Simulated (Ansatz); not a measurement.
The cluster Na3Cl3⁺. Charge 1, multiplicity 2. Geometry B3LYP-D4/def2-SVP, basis def2-TZVP, Ansatz.

```
atom   x (Å)   y (Å)   z (Å)
 Na1   1.203  -0.877  -1.147
 Na2  -1.362  -1.377   1.388
 Na3   0.723   2.056   0.956
 Cl4  -1.505  -0.823  -1.201
 Cl5  -0.104   1.469  -1.494
 Cl6   1.045  -0.449   1.497
```

| run | HOMO (eV) | LUMO (eV) |
| --- | --- | --- |
| A | -10.31 | -9.27 |
| B | -10.25 | -9.17 |
| C | -11.76 | -8.36 |
| D | -10.40 | -9.60 |
| E | -10.13 | -9.14 |
| F | -10.73 | -9.14 |

In the doublet, Cl4 and Cl5 lie 2.70 Å apart (atoms count from 1), so these atoms are partly bonded to each other. The structure comes from a short search, and lower isomers may exist.

HOMO and LUMO are taken over both spins.

Problem. The runs used BLYP, LDA (SPW92), PBE, PBE0, r2SCAN, revPBE. Estimate which is which.

Solution. A PBE (0 % exact exchange); B revPBE (0 % exact exchange); C PBE0 (25 % exact exchange); D LDA (SPW92) (0 % exact exchange); E BLYP (0 % exact exchange); F r2SCAN (0 % exact exchange). Exact exchange lowers occupied and raises empty levels; among semilocal functionals meta-GGAs tend to open the gap a little, and such runs are hard to tell apart. The gap grows from 0.80 eV (LDA (SPW92)) to 3.40 eV (PBE0).
